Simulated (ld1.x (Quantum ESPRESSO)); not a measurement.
aluminium: one change to a TM potential, before and after

- Element: Al (Z = 13)
- Generator: ld1.x (Quantum ESPRESSO) 7.5
- Type: norm-conserving Troullier–Martins (Kleinman–Bylander form)
- Functional: PBEsol
- Relativity: scalar-relativistic
- Frozen core: [Ne]
- Valence charge: 3
- Reference configuration: 3s2 3p0.5 (charge +0.5)
- Partial waves: 3s (bound): rc 2.10 bohr; 3p (bound): rc 2.00 bohr; 3d channel at 0.1 Ry: rc 1.75 bohr
- Local potential: the d channel
- Core correction: Bessel-smoothed model core inside 1.20 bohr

Change: all radii but the core radius scaled by about 1.23 (s 2.58, p 2.46, d 2.16 bohr).

Cutoffs: the cutoffs (Ry, on a coarse ladder) from which the occupation-weighted sum of valence levels, in a spherical-Bessel basis at the reference potential, stays within 10 and 1 mRy of its value at 400 Ry; they do not see the model core or the augmentation charge, which bear on the density cutoff. Errors are all-electron minus pseudo energies relative to the spin-unpolarised reference configuration.

Question: How do hardness, ghosts and transferability respond?

Answer: The potential gets softer (10 Ry and 30 Ry → 8 Ry and 18 Ry); of the 7 tests that both files solve, the error grows in 4 and shrinks in 1 by more than 15 % and 0.3 meV (median size 1.4 → 5.7 meV); neither file shows a bound ghost. A larger radius leaves more room for a smooth pseudo-wave, so fewer plane waves are needed.

```csv
quantity,base,changed
"cutoff, loose",10 Ry,8 Ry
"cutoff, tight",30 Ry,18 Ry
loose cutoff by channel (10 mRy a level),"s 8 Ry, p 6 Ry","s 6 Ry, p 6 Ry"
bound ghosts,none,none
"error for 3s2 3p1, meV [ΔE -2.07 eV]",+0.7,+0.7
"error for 3s2 3p0, meV [ΔE 3.66 eV]",+1.2,+1.6
"error for 3s1 3p0, meV [ΔE 22.83 eV]",+20,+5.7
"error for 3s1 3p2, meV [ΔE 3.05 eV]",-3.3,-15
"error for 3s0 3p3, meV [ΔE 8.33 eV]",-13,-63
"error for 3s1 3p1, meV [ΔE 9.45 eV]",+1.4,-12
"error for 3s2 3p1.3, meV [ΔE -2.64 eV]",+1.2,+1.1
```
